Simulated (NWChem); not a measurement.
# C$_{3}$H$_{10}$N cation; SMILES CC[NH2+]C

```xyz
14

C     -0.5511     1.5910     0.1217
C      0.6033     0.7144    -0.3237
N      0.5591    -0.6770     0.2933
C     -0.5827    -1.5493    -0.1364
H     -0.5762     1.7202     1.2233
H     -0.4133     2.5977    -0.3186
H     -1.5353     1.2208    -0.2247
H      1.5808     1.1416    -0.0241
H      0.6200     0.5594    -1.4209
H      0.5428    -0.5790     1.3267
H      1.4511    -1.1600     0.0796
H     -0.5433    -1.6667    -1.2345
H     -0.4883    -2.5347     0.3548
H     -1.5336    -1.0733     0.1583
```
Atoms are numbered in this order, from 1.

All runs: NWChem. Structure relaxed at the PBE-D3(BJ)/def2-SVP level. Not confirmed as a minimum by frequencies. B3LYP is NWChem's, with the RPA form of VWN correlation. Atomic charges in e: unrestrained fits to the electrostatic potential beside Mulliken populations; buried atoms are poorly determined by the fit.

**Question.** Estimate the computed values for B3LYP/def2-SVP. Quantities: ESP C1; Mulliken C1; ESP C2; Mulliken C2; ESP N3; Mulliken N3; ESP C4; Mulliken C4; relative RMS misfit of the potential (%).

**Answer.** 
- ESP C1: -0.14
- Mulliken C1: -0.05
- ESP C2: 0.10
- Mulliken C2: 0.00
- ESP N3: 0.01
- Mulliken N3: -0.10
- ESP C4: -0.11
- Mulliken C4: 0.02
- relative RMS misfit of the potential (%): 2
